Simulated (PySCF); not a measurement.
# Excitation energy of Rh²⁺ by level of theory

Rh²⁺ [Kr] 4d7 (4F) → Rh²⁺ [Kr] 4d6 5p1 (high-spin determinant), as a difference of total energies. Computed with PySCF 2.14 in x2c-TZVPPall with one added diffuse shell each of s, p, d, f type (9s7p7d3f1g, 95 functions), with the spin-free X2C one-electron Hamiltonian (Gaussian nucleus). Correlated levels: valence: [Kr] frozen; valence and next inner shell: [Ar] 3d10 frozen. The calculations carry no spin-orbit coupling.

| method | excitation energy (eV) |
| --- | --- |
| UHF | 10.673 |
| LDA | 11.267 |
| PBE | 11.202 |
| PBE0 | 11.308 |
| r2SCAN | 11.233 |
| BLYP | 11.295 |
| PW91 | 11.232 |
| r2SCAN0 | 11.318 |
| wB97X | 11.940 |
| MP2 (valence) | 11.482 |
| SCS-MP2 (valence) | 11.901 |
| MP2 (valence and next inner shell) | 11.254 |
| SCS-MP2 (valence and next inner shell) | 11.497 |

Question: How much does correlation contribute at MP2 (valence and next inner shell)?

Answer: 11.254 − (10.673) = 0.581 eV, measured against UHF.

A first-order spin-orbit estimate (lowest level to lowest level, LS coupling) adds 0.197 eV.

The determinant of the upper state mixes LS terms, which raises its energy above the lowest term, most at the Hartree-Fock and MP2 levels.
